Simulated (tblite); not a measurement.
Compound: C₆H₁₂O₂ (charge +1 and doublet state).
Bonds: C1–C2, C2–C3, C2–C4, C4–O5, O5–C6, C6–O7, O7–C8. Hydrogens: H9, H10 on C1; H11, H12, H13 on C3; H14, H15 on C4; H16, H17 on C6; H18, H19, H20 on C8.

Computed with GFN2-xTB (tblite), gas phase: L-BFGS steps from a force-field or distance-geometry start until the largest atomic force falls under 0.01 eV/Å.

Step 216: E = -723.2024 eV
```
atom  x, y, z in Å  |  force x, y, z in eV/Å
C1     -2.7779    0.1115   -1.4888    0.006   0.016   0.004
C2     -1.9430   -0.2982   -0.5076   -0.014  -0.003   0.023
C3     -2.4152   -1.0189    0.6909   -0.017   0.003   0.009
C4     -0.4802   -0.0242   -0.6258   -0.003  -0.026   0.010
O5      0.2310   -0.5889    0.4329    0.017  -0.009  -0.032
C6      1.5927   -0.3300    0.5085   -0.010   0.040   0.013
O7      1.9774    0.6800   -0.3468    0.006   0.030   0.004
C8      3.2699    1.2138   -0.1357   -0.005  -0.019  -0.040
H9     -2.4247    0.6117   -2.3748    0.012   0.012  -0.001
H10    -3.8400   -0.0532   -1.4181    0.010  -0.005   0.000
H11    -2.2096   -2.0873    0.5834    0.021   0.004  -0.005
H12    -1.8631   -0.7047    1.5764    0.006   0.029  -0.019
H13    -3.4837   -0.8920    0.8379   -0.003  -0.022  -0.013
H14    -0.3000    1.0675   -0.6655   -0.002  -0.021  -0.004
H15    -0.1003   -0.3984   -1.5947    0.004   0.023   0.024
H16     1.8185   -0.0859    1.5646   -0.005  -0.027   0.036
H17     2.1345   -1.2747    0.2793    0.010  -0.010  -0.001
H18     3.3504    2.0759   -0.7939   -0.012   0.006  -0.017
H19     4.0417    0.4859   -0.4043    0.006  -0.016   0.008
H20     3.4163    1.5211    0.9031   -0.025  -0.006   0.001
```

Step 217: E = -723.2029 eV
```
atom  x, y, z in Å  |  force x, y, z in eV/Å
C1     -2.7756    0.1146   -1.4883    0.019   0.014   0.006
C2     -1.9436   -0.2983   -0.5054    0.004   0.007   0.002
C3     -2.4172   -1.0242    0.6892   -0.013   0.008   0.005
C4     -0.4809   -0.0225   -0.6204    0.021  -0.012   0.001
O5      0.2299   -0.5840    0.4403    0.012  -0.006  -0.028
C6      1.5921   -0.3263    0.5123   -0.013   0.022   0.017
O7      1.9750    0.6815   -0.3463    0.031   0.034   0.008
C8      3.2705    1.2126   -0.1414   -0.036  -0.016  -0.015
H9     -2.4187    0.6187   -2.3713    0.004   0.004   0.015
H10    -3.8376   -0.0517   -1.4226    0.008  -0.005   0.000
H11    -2.2091   -2.0919    0.5802    0.026   0.005  -0.008
H12    -1.8710   -0.7104    1.5783    0.014   0.029  -0.021
H13    -3.4861   -0.9002    0.8316   -0.029  -0.021  -0.008
H14    -0.2980    1.0696   -0.6640   -0.023  -0.036   0.006
H15    -0.0958   -0.3974   -1.5874   -0.012   0.017   0.025
H16     1.8212   -0.0823    1.5678   -0.007  -0.020   0.027
H17     2.1314   -1.2730    0.2834    0.012   0.000  -0.003
H18     3.3509    2.0728   -0.8025   -0.011  -0.002  -0.012
H19     4.0383    0.4808   -0.4100    0.011  -0.012   0.010
H20     3.4190    1.5227    0.8972   -0.018  -0.013  -0.028
```

Step 218: E = -723.2033 eV
```
atom  x, y, z in Å  |  force x, y, z in eV/Å
C1     -2.7724    0.1187   -1.4871    0.005  -0.009   0.020
C2     -1.9432   -0.2979   -0.5029    0.004   0.016  -0.027
C3     -2.4181   -1.0264    0.6891   -0.010   0.011   0.004
C4     -0.4805   -0.0238   -0.6173    0.038   0.014   0.000
O5      0.2299   -0.5832    0.4442    0.005  -0.006  -0.019
C6      1.5919   -0.3249    0.5133   -0.010  -0.004   0.021
O7      1.9716    0.6832   -0.3459    0.024   0.024   0.008
C8      3.2678    1.2124   -0.1445   -0.031  -0.005  -0.004
H9     -2.4121    0.6236   -2.3680    0.004   0.010   0.012
H10    -3.8350   -0.0488   -1.4262    0.023   0.003   0.003
H11    -2.2061   -2.0933    0.5804    0.027   0.004  -0.009
H12    -1.8759   -0.7114    1.5803    0.015   0.030  -0.020
H13    -3.4874   -0.9050    0.8272   -0.043  -0.023  -0.001
H14    -0.2943    1.0681   -0.6652   -0.037  -0.045   0.017
H15    -0.0937   -0.3996   -1.5830   -0.018   0.006   0.016
H16     1.8236   -0.0829    1.5693   -0.008  -0.016   0.012
H17     2.1307   -1.2718    0.2815    0.011   0.013   0.003
H18     3.3483    2.0710   -0.8077   -0.003  -0.008  -0.013
H19     4.0338    0.4775   -0.4100    0.013  -0.003   0.005
H20     3.4159    1.5253    0.8933   -0.008  -0.009  -0.027
```

Step 219: E = -723.2039 eV
```
atom  x, y, z in Å  |  force x, y, z in eV/Å
C1     -2.7698    0.1225   -1.4862    0.019  -0.019   0.018
C2     -1.9442   -0.2980   -0.5005    0.016   0.021  -0.048
C3     -2.4202   -1.0325    0.6873    0.001   0.011   0.002
C4     -0.4815   -0.0214   -0.6111    0.034   0.028  -0.013
O5      0.2281   -0.5787    0.4513   -0.004  -0.010  -0.004
C6      1.5896   -0.3196    0.5193    0.012  -0.026   0.003
O7      1.9670    0.6874   -0.3427    0.046   0.023   0.016
C8      3.2682    1.2095   -0.1518   -0.030  -0.005   0.021
H9     -2.4042    0.6314   -2.3630   -0.003   0.010   0.017
H10    -3.8322   -0.0482   -1.4341    0.018   0.005   0.012
H11    -2.2009   -2.0980    0.5762    0.021   0.012  -0.007
H12    -1.8825   -0.7169    1.5814    0.005   0.028  -0.026
H13    -3.4906   -0.9168    0.8208   -0.043  -0.026   0.004
H14    -0.2964    1.0708   -0.6602   -0.045  -0.046   0.025
H15    -0.0895   -0.3950   -1.5760   -0.030  -0.001   0.018
H16     1.8225   -0.0784    1.5752   -0.006  -0.010   0.000
H17     2.1287   -1.2670    0.2853    0.005   0.029   0.014
H18     3.3512    2.0648   -0.8192   -0.006  -0.022  -0.012
H19     4.0288    0.4676   -0.4153   -0.003   0.010   0.003
H20     3.4227    1.5274    0.8841   -0.008  -0.013  -0.040
```

Q: Estimate the geometry and energy of step 220. (The exact step hangs on the optimiser's Hessian estimate; all steps are aligned on step 219, rigid shifts and turns removed.)

A: E = -723.2048 eV, largest force 0.067 eV/Å
```
atom  x, y, z in Å  |  force x, y, z in eV/Å
C1     -2.7658    0.1275   -1.4851    0.020  -0.025  -0.001
C2     -1.9446   -0.2982   -0.4981    0.020   0.022  -0.060
C3     -2.4221   -1.0382    0.6851    0.007   0.004  -0.008
C4     -0.4820   -0.0198   -0.6042    0.020   0.041  -0.021
O5      0.2265   -0.5763    0.4587   -0.007  -0.009   0.009
C6      1.5872   -0.3153    0.5259    0.036  -0.039  -0.011
O7      1.9615    0.6918   -0.3383    0.024   0.006   0.023
C8      3.2663    1.2063   -0.1598    0.001   0.004   0.042
H9     -2.3940    0.6434   -2.3553   -0.014   0.007   0.020
H10    -3.8280   -0.0489   -1.4442    0.022   0.012   0.021
H11    -2.1926   -2.1015    0.5728    0.013   0.011  -0.005
H12    -1.8884   -0.7201    1.5806   -0.005   0.028  -0.012
H13    -3.4940   -0.9300    0.8134   -0.034  -0.027   0.010
H14    -0.3003    1.0728   -0.6534   -0.041  -0.039   0.034
H15    -0.0860   -0.3905   -1.5681   -0.031  -0.009   0.007
H16     1.8206   -0.0746    1.5824   -0.003  -0.008  -0.022
H17     2.1285   -1.2616    0.2887   -0.005   0.042   0.031
H18     3.3512    2.0561   -0.8340   -0.005  -0.027  -0.010
H19     4.0216    0.4572   -0.4191   -0.008   0.013  -0.009
H20     3.4292    1.5307    0.8730   -0.010  -0.005  -0.040
```

The energy changes by -0.0009 eV. The first-order estimate −F·Δx gives -0.0012 eV and the mean of the old and new forces, exact on a quadratic surface, -0.0009 eV. The step makes an angle of 81° with the force vector and moves no atom by more than 0.018 Å.

What follows is the cost of the whole relaxation. Time: 1.6 s of wall time. Hardware: Arm Neoverse V2, one thread, shared host.
